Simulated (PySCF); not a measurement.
Species: C₃H₇FSi.
Numbering: `[F:1][CH2:2][SiH:3]1[CH2:4][CH2:5]1` (hydrogens: H6, H7 on C2; H8 on Si3; H9, H10 on C4; H11, H12 on C5)

Computed by this run: PBE0-D3(BJ)/def2-SVP geometry optimisation, gas phase in PySCF; density fitting, grid level 1; the optimiser is geomeTRIC in internal coordinates, started from a GFN2-xTB structure with every atom displaced at random (about 0.01 Å).

Step 0: E = -13801.6077 eV
```
atom  x, y, z in Å  |  force x, y, z in eV/Å
F1      1.4602    1.2371   -1.2167   -0.626   0.394  -0.895
C2      1.7483    0.6665   -0.0171   -0.230   0.173   0.326
Si3     0.2375   -0.3048    0.6687    0.452   0.862  -0.655
C4     -0.9575   -0.9804   -0.5487   -1.102  -1.044   1.429
C5     -1.4689    0.2685    0.1852    0.399  -0.404   0.561
H6      2.6101    0.0310   -0.2021    0.485  -0.597   0.322
H7      2.0754    1.4826    0.6501   -0.023  -0.152   0.330
H8      0.5682   -0.9234    1.9469   -0.067  -0.332   0.479
H9     -0.8332   -0.8760   -1.5908    0.452   0.176  -1.557
H10    -1.5317   -1.9031   -0.3105    0.403   0.320  -0.097
H11    -1.6085    1.1507   -0.4082    0.095   0.764  -0.482
H12    -2.2940    0.1367    0.8797   -0.237  -0.159   0.239
```

Step 1: E = -13801.7170 eV
```
atom  x, y, z in Å  |  force x, y, z in eV/Å
F1      1.4481    1.3940   -1.1944    0.013  -0.102   0.169
C2      1.7567    0.7197   -0.0309   -0.023  -0.314  -0.182
Si3     0.2721   -0.2938    0.5817   -0.284   0.023   0.280
C4     -1.0202   -1.0288   -0.5272    0.330   0.252  -0.602
C5     -1.4492    0.2683    0.1843    0.069   0.161  -0.130
H6      2.6013    0.0277   -0.2145    0.041   0.165  -0.057
H7      2.0778    1.4362    0.7417    0.014   0.089   0.035
H8      0.4872   -0.9681    1.8898    0.153   0.028  -0.018
H9     -0.9109   -0.9818   -1.6247   -0.032   0.016   0.266
H10    -1.4820   -1.9598   -0.2055   -0.174  -0.197   0.136
H11    -1.5013    1.1551   -0.4639   -0.078  -0.113   0.030
H12    -2.2736    0.2169    0.9000   -0.031  -0.008   0.073
```

**Question.** Estimate the geometry and energy of step 2. (The exact step hangs on the optimiser's Hessian estimate; all steps are aligned on step 1, rigid shifts and turns removed.)

**Answer.** E = -13801.7403 eV, largest force 0.189 eV/Å
```
atom  x, y, z in Å  |  force x, y, z in eV/Å
F1      1.4034    1.3457   -1.1978   -0.070   0.001  -0.034
C2      1.7431    0.6968   -0.0330    0.077  -0.099   0.030
Si3     0.2645   -0.2964    0.6194   -0.175   0.012   0.071
C4     -0.9962   -1.0114   -0.5370    0.028  -0.101  -0.040
C5     -1.4467    0.2733    0.1903    0.065   0.083  -0.109
H6      2.6023    0.0295   -0.2287    0.016   0.039   0.006
H7      2.0679    1.4399    0.7164    0.021   0.020   0.009
H8      0.4963   -0.9680    1.9258    0.086   0.006  -0.029
H9     -0.8709   -0.9452   -1.6247    0.034   0.028   0.054
H10    -1.4757   -1.9502   -0.2338   -0.044   0.049   0.002
H11    -1.4996    1.1576   -0.4563   -0.043   0.012   0.037
H12    -2.2823    0.2141    0.8956    0.005  -0.051   0.004
```

The energy changes by -0.0232 eV. The first-order estimate −F·Δx gives -0.0362 eV and the mean of the old and new forces, exact on a quadratic surface, -0.0230 eV. The step makes an angle of 74° with the force vector and moves no atom by more than 0.066 Å.

What follows is the cost of the whole optimisation. The run took 42 s of wall time on one thread of an Arm Neoverse V1, on a shared host, and the process peaked at 0.46 GiB of memory.
